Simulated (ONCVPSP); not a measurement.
**mercury, ONCV: configuration errors across variants**

- Element: Hg
- Generator: ONCVPSP 4.0.1
- Type: optimised norm-conserving Vanderbilt (ONCV)
- Functional: PBE
- Relativity: scalar-relativistic
- Frozen core: [Xe] 4f14
- Valence charge: 12
- Reference configuration: 5d10 6s1.75 (charge +0.25)
- Partial waves: 6s: rc 2.20 bohr, ncon 4, nbas 8, qcut 3.1 1/bohr, 2 projectors, debl 2 Ha; p scattering state at 0.17 Ha: rc 2.25 bohr, ncon 3, nbas 7, qcut 3.9 1/bohr, 2 projectors, debl 0.9 Ha; 5d: rc 1.40 bohr, ncon 4, nbas 7, qcut 8 1/bohr, 2 projectors, debl 1 Ha
- Local potential: polynomial inside 0.90 bohr (lpopt 5, dvloc0 0 Ha)
- Core correction: Teter function, parameters optimised by the program

In the p channel the program set the typed energies aside and used 0.050, 0.950 Ha.

All-electron excitation energies from the reference (eV): (1) 5d10 6s2 -1.938; (2) 5d10 6s1 8.750; (3) 5d10 6s0 27.725; (4) 5d10 6s0 6p2 10.638.

4 further variants failed, have other tests or too few solved ones, and are left out.

A true bound ghost makes a file unfit for plane-wave use even where its test errors are small: the radial tests pick states by their node count and pass the ghost by.

Errors AE − PS in meV (a dash: test not solved or not reliable):

```csv
change,(1),(2),(3),(4),bound ghosts,GHOST(+) flags above zero
base,+0.2,-11,-69,-20,"s, p","s, p"
s: qcut 2.1; p: qcut 2.6; d: qcut 5.4,+0.5,-7.1,-44,-13,"s, p","s, p"
s: qcut 2.4; p: qcut 3; d: qcut 6.2,+0.4,-8.4,-54,-16,"s, p","s, p"
```

**Question.** Give the same row for: s: qcut 2.9; p: qcut 3.7; d: qcut 7.6.

**Answer.** +0.2, -10, -66, -19; bound ghosts: s, p; GHOST(+) flags above zero: s, p.
